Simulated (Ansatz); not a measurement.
Cl$_{3}$H$_{2}$NTi (`[NH2][Ti]([Cl])([Cl])[Cl]`), 7 atoms. Total charge 0; spin multiplicity 1. Correlated methods include outer-core shells of Ti, which these sets cover unevenly. Scalar relativity is left out up to krypton. All runs use 4 threads of a server CPU on a shared host. Correlated methods freeze the cores.

(1) How many basis functions does each run have, and how long does it take in Ansatz? RKS PBE0-D4/def2-SVP energy; RKS revPBE-D4/def2-TZVPP energy; RKS PBE0-D4/def2-QZVPP energy; RKS ωB97M-V/def2-SVP energy; RKS PBE0-D4/def2-TZVP relaxation (6 steps); RKS ωB97M-V/def2-QZVPP energy; RKS r2SCANh-D4/def2-TZVPP energy; RHF-CCSD(T)/def2-TZVPP energy; RHF-CCSD(T)/def2-SVP energy; RKS PBE0-D4/def2-TZVP frequencies; direct RPA on PBE orbitals/def2-TZVPP energy; RKS PBE0-D4/def2-TZVPP energy. (Estimate.)

Results:

(1) The calculation gave: Other jobs shared the machine, so times are rough.

| level | job | functions | wall time | peak host memory (GiB) |
| --- | --- | --- | --- | --- |
| RKS PBE0-D4/def2-SVP | energy | 109 | 1.8 s | 0.26 |
| RKS revPBE-D4/def2-TZVPP | energy | 249 | 2.9 s | 0.42 |
| RKS PBE0-D4/def2-TZVPP | energy | 249 | 5.5 s | 0.89 |
| direct RPA on PBE orbitals/def2-TZVPP | energy | 249 | 6.5 s | 0.61 |
| RKS ωB97M-V/def2-SVP | energy | 109 | 7.5 s | 0.41 |
| RHF-CCSD(T)/def2-SVP | energy | 109 | 8 s | 0.48 |
| RKS r2SCANh-D4/def2-TZVPP | energy | 249 | 11 s | 0.88 |
| RKS PBE0-D4/def2-QZVPP | energy | 420 | 12 s | 2 |
| RKS ωB97M-V/def2-QZVPP | energy | 420 | 26 s | 2.3 |
| RKS PBE0-D4/def2-TZVP | relaxation (6 steps) | 199 | 35 s | 0.69 |
| RKS PBE0-D4/def2-TZVP | frequencies | 199 | 2.3 min | 0.69 |
| RHF-CCSD(T)/def2-TZVPP | energy | 249 | 4.8 min | 5.1 |
